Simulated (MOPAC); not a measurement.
MOPAC input (PM6):

```
PM6 1SCF UHF MS=0.5 GEO-OK AUX(PRECISION=9) THREADS=1
C2H8BN2

C     1.97518500 1    0.44431700 1   -0.48896200 1
C     1.04352900 1   -0.45606700 1    0.22657700 1
B    -0.52149700 1   -0.10149400 1    0.11799600 1
N    -1.44833000 1   -0.93857800 1    0.78867000 1
N    -0.94471800 1    1.01827100 1   -0.63006900 1
H     2.22845000 1    0.27816800 1   -1.52737300 1
H     2.36373600 1    1.33740500 1   -0.01835800 1
H     1.28651300 1   -0.48081300 1    1.29624800 1
H     1.15818600 1   -1.48556300 1   -0.13514400 1
H    -2.44392500 1   -0.79993300 1    0.78060700 1
H    -1.16144900 1   -1.73806800 1    1.32414400 1
H    -1.90252800 1    1.30129100 1   -0.74286200 1
H    -0.28243800 1    1.60763600 1   -1.10314100 1
```

Output:

```
 *******************************************************************************
 **                                                                           **
 **                              MOPAC v23.2.5                                **
 **                                                                           **
 *******************************************************************************
 ** MOPAC's Digital Object Identifier: https://doi.org/10.5281/zenodo.6511958 **
 **                                                                           **
 ** Please cite the open-source release paper for use of this MOPAC version:  **
 ** J. E. Moussa and J. J. P. Stewart (2026)                                  **
 ** MOPAC: An open-source semiempirical molecular orbital program             **
 ** J. Open Source Softw., 11(119), 8025, https://doi.org/10.21105/joss.08025 **
 *******************************************************************************

                              PM6 CALCULATION RESULTS

 *******************************************************************************
 *  PM6        - The PM6 Hamiltonian to be used
 *  GEO-OK     - OVERRIDE INTERATOMIC DISTANCE AND OTHER SAFETY CHECKS
 *  UHF        - UNRESTRICTED HARTREE-FOCK CALCULATION
 *  MS=        - IN MECI, MAGNETIC COMPONENT OF SPIN =  0.5
 *  1SCF       - DO 1 SCF AND THEN STOP
 *  AUX        - OUTPUT AUXILIARY INFORMATION
 *******************************************************************************
PM6 1SCF UHF MS=0.5 GEO-OK AUX(PRECISION=9) THREADS=1
 C2H8BN2

   ATOM   CHEMICAL          X               Y               Z
  NUMBER   SYMBOL      (ANGSTROMS)     (ANGSTROMS)     (ANGSTROMS)

     1       C          1.97518500  *   0.44431700  *  -0.48896200  *
     2       C          1.04352900  *  -0.45606700  *   0.22657700  *
     3       B         -0.52149700  *  -0.10149400  *   0.11799600  *
     4       N         -1.44833000  *  -0.93857800  *   0.78867000  *
     5       N         -0.94471800  *   1.01827100  *  -0.63006900  *
     6       H          2.22845000  *   0.27816800  *  -1.52737300  *
     7       H          2.36373600  *   1.33740500  *  -0.01835800  *
     8       H          1.28651300  *  -0.48081300  *   1.29624800  *
     9       H          1.15818600  *  -1.48556300  *  -0.13514400  *
    10       H         -2.44392500  *  -0.79993300  *   0.78060700  *
    11       H         -1.16144900  *  -1.73806800  *   1.32414400  *
    12       H         -1.90252800  *   1.30129100  *  -0.74286200  *
    13       H         -0.28243800  *   1.60763600  *  -1.10314100  *

          CARTESIAN COORDINATES

    NO.       ATOM           X           Y           Z

     1         C          1.9752      0.4443     -0.4890
     2         C          1.0435     -0.4561      0.2266
     3         B         -0.5215     -0.1015      0.1180
     4         N         -1.4483     -0.9386      0.7887
     5         N         -0.9447      1.0183     -0.6301
     6         H          2.2285      0.2782     -1.5274
     7         H          2.3637      1.3374     -0.0184
     8         H          1.2865     -0.4808      1.2962
     9         H          1.1582     -1.4856     -0.1351
    10         H         -2.4439     -0.7999      0.7806
    11         H         -1.1614     -1.7381      1.3241
    12         H         -1.9025      1.3013     -0.7429
    13         H         -0.2824      1.6076     -1.1031

 General Reference for PM6:
 "Optimization of Parameters for Semiempirical Methods V: Modification of NDDO Approximations
 and Application to 70 Elements", J. J. P. Stewart, J. Mol. Mod., 13, 1173-1213 (2007)
 URL: https://link.springer.com/article/10.1007/s00894-007-0233-4

           Empirical Formula: C2 H8 N2 B  =    13 atoms

      MOLECULAR POINT GROUP   :   Cs

          UHF CALCULATION, NO. OF ALPHA ELECTRONS =   15
                           NO. OF BETA  ELECTRONS =   14

 -------------------------------------------------------------------------------
 PM6 1SCF UHF MS=0.5 GEO-OK AUX(PRECISION=9) THREADS=1
 C2H8BN2

     1SCF WAS SPECIFIED, SO BFGS WAS NOT USED
     SCF FIELD WAS ACHIEVED

                              PM6 CALCULATION
                                                       MOPAC v23.2.5 Linux

          FINAL HEAT OF FORMATION =        -24.05521 KCAL/MOL =    -100.64701 KJ/MOL

          COSMO AREA              =        121.34 SQUARE ANGSTROMS
          COSMO VOLUME            =        106.81 CUBIC ANGSTROMS

          IONIZATION POTENTIAL    =          8.632704 EV
          ALPHA SOMO LUMO (EV)    =         -8.633  2.437
          BETA  SOMO LUMO (EV)    =         -8.927  1.192
          NO. OF ALPHA ELECTRONS  =         15
          NO. OF BETA  ELECTRONS  =         14
          MOLECULAR WEIGHT        =         70.9086         POINT GROUP:  Cs

          MOLECULAR DIMENSIONS (Angstroms)

            Atom       Atom       Distance
            H    10    H     7     5.32167
            H    12    H     9     3.88422
            H     8    H     6     2.48449

          SCF CALCULATIONS        =          1

   ATOM   CHEMICAL          X               Y               Z
  NUMBER   SYMBOL      (ANGSTROMS)     (ANGSTROMS)     (ANGSTROMS)

     1       C          1.97518500  *   0.44431700  *  -0.48896200  *
     2       C          1.04352900  *  -0.45606700  *   0.22657700  *
     3       B         -0.52149700  *  -0.10149400  *   0.11799600  *
     4       N         -1.44833000  *  -0.93857800  *   0.78867000  *
     5       N         -0.94471800  *   1.01827100  *  -0.63006900  *
     6       H          2.22845000  *   0.27816800  *  -1.52737300  *
     7       H          2.36373600  *   1.33740500  *  -0.01835800  *
     8       H          1.28651300  *  -0.48081300  *   1.29624800  *
     9       H          1.15818600  *  -1.48556300  *  -0.13514400  *
    10       H         -2.44392500  *  -0.79993300  *   0.78060700  *
    11       H         -1.16144900  *  -1.73806800  *   1.32414400  *
    12       H         -1.90252800  *   1.30129100  *  -0.74286200  *
    13       H         -0.28243800  *   1.60763600  *  -1.10314100  *

                             CARTESIAN COORDINATES

   1    C        1.975185000     0.444317000    -0.488962000
   2    C        1.043529000    -0.456067000     0.226577000
   3    B       -0.521497000    -0.101494000     0.117996000
   4    N       -1.448330000    -0.938578000     0.788670000
   5    N       -0.944718000     1.018271000    -0.630069000
   6    H        2.228450000     0.278168000    -1.527373000
   7    H        2.363736000     1.337405000    -0.018358000
   8    H        1.286513000    -0.480813000     1.296248000
   9    H        1.158186000    -1.485563000    -0.135144000
  10    H       -2.443925000    -0.799933000     0.780607000
  11    H       -1.161449000    -1.738068000     1.324144000
  12    H       -1.902528000     1.301291000    -0.742862000
  13    H       -0.282438000     1.607636000    -1.103141000

           Empirical Formula: C2 H8 N2 B  =    13 atoms

      MOLECULAR POINT GROUP   :   Cs

          ALPHA EIGENVALUES
 -30.50650 -29.84368 -25.74941 -20.61581 -18.00919 -17.00797 -16.56568 -15.17130
 -14.37264 -12.91120 -12.14110 -11.73963 -10.79681  -8.91489  -8.63270   2.43657
   2.49599   3.75340   4.24978   5.31337   6.06982   6.08372   6.59086   6.64474
   6.75788   7.06461   7.51539   7.69878

           BETA EIGENVALUES
 -30.50258 -29.84103 -25.57506 -20.34703 -17.98966 -16.94707 -16.53275 -14.98150
 -14.35249 -12.67715 -12.01686 -11.26697 -10.77483  -8.92689   1.19205   2.54577
   2.56612   3.82370   4.36485   5.61163   6.09048   6.13627   6.66120   6.80529
   6.93734   7.11906   7.52478   7.70580

              NET ATOMIC CHARGES AND DIPOLE CONTRIBUTIONS

  ATOM NO.   TYPE          CHARGE      No. of ELECS.   s-Pop       p-Pop
    1          C          -0.314198        4.3142     1.14913     3.16507
    2          C          -0.329226        4.3292     1.08124     3.24799
    3          B           0.210983        2.7890     0.93598     1.85304
    4          N          -0.540364        5.5404     1.44840     4.09197
    5          N          -0.520648        5.5206     1.44573     4.07492
    6          H           0.130720        0.8693     0.86928
    7          H           0.130720        0.8693     0.86928
    8          H           0.139531        0.8605     0.86047
    9          H           0.139532        0.8605     0.86047
   10          H           0.233853        0.7661     0.76615
   11          H           0.241161        0.7588     0.75884
   12          H           0.230953        0.7690     0.76905
   13          H           0.246983        0.7530     0.75302
 DIPOLE           X         Y         Z       TOTAL
 POINT-CHG.    -1.052    -0.027     0.113     1.059
 HYBRID        -0.435     0.071    -0.011     0.441
 SUM           -1.488     0.044     0.103     1.492

          ATOMIC ORBITAL ELECTRON POPULATIONS

     Atom    s        px        py        pz
    1  C   1.14913   1.02207   1.05863   1.08437
    2  C   1.08124   1.05552   1.08509   1.10738
    3  B   0.93598   0.71134   0.60038   0.54132
    4  N   1.44840   1.15776   1.36333   1.57087
    5  N   1.44573   1.15871   1.35596   1.56026
    6  H   0.86928
    7  H   0.86928
    8  H   0.86047
    9  H   0.86047
   10  H   0.76615
   11  H   0.75884
   12  H   0.76905
   13  H   0.75302

                    (SZ)    =    0.500000
                    (S**2)  =    0.755069

          ATOMIC ORBITAL SPIN POPULATIONS

    Atom   Total    s     px     py     pz
         Atomic
    1  C  1.0450  0.027  0.590  0.302  0.126
    2  C -0.0661 -0.008 -0.028 -0.017 -0.013
    3  B  0.0632  0.025  0.031  0.004  0.003
    4  N -0.0003  0.000  0.000 -0.000 -0.001
    5  N -0.0013 -0.000 -0.000  0.000 -0.001
    6  H -0.0345 -0.034
    7  H -0.0345 -0.034
    8  H  0.0129  0.013
    9  H  0.0129  0.013
   10  H  0.0024  0.002
   11  H -0.0001 -0.000
   12  H  0.0007  0.001
   13  H -0.0002 -0.000

 **********************
 *                    *
 * JOB ENDED NORMALLY *
 *                    *
 **********************

 == MOPAC DONE ==
```

The geometry given is a B3LYP-D3(BJ)/def2-TZVP minimum.
